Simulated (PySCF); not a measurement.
Tetrahedral [GeS4]4- anion, GeS4 (charge -4).
SMILES: `[S-][Ge]([S-])([S-])[S-]`

The calculation used PySCF 2.14.0, PBE0-D3(BJ)/def2-SVP geometry optimisation, gas phase.

Masses are those of the commonest isotopes; rigid-rotor values at the optimised geometry. 

Question: Give the principal moments of inertia and the rotational constants in cm⁻¹.

Answer: Ia = 468.05, Ib = 469.72, Ic = 470.56 u·Å²; 505379 MHz·u·Å²/I gives 1080, 1076 and 1074 MHz, that is A = 0.03602, B = 0.03589, C = 0.03582 cm⁻¹.

Question: Classify the top.

Answer: A spherical top, as the point group Td requires three equal moments; the computed ones differ by 0.54 % because the geometry is symmetric only within the optimiser's tolerance.

The point group Td allows no dipole (computed: 0.02 D (about the centre of mass, as the species is charged)), so a rigid rotor has no electric-dipole lines.

Question: Estimate the classical rotational partition function at 10 K, 100 K and 500 K.

Answer: Point group Td, symmetry number σ = 12; q = (√π/σ)·√((kT/h)³/(ABC)), k/h = 20836.6 MHz/K: 398 at 10 K, 12600 at 100 K, 141000 at 500 K.

PBE0-D3(BJ)/def2-SVP frequencies: not computed here. Whether so highly charged an anion holds all its electrons in the gas phase wasn't checked; a finite basis holds them in any case. No counter-ion or solvent screens the charge of this multiply charged ion. No vibrational averaging or centrifugal distortion is included, and the geometry carries the error of its method.

On Arm Neoverse V1, one thread, shared host with 32 logical CPUs at a one-minute load of 20, this took 19 s and 0.43 GiB of memory at its peak. These figures are those of the optimisation.
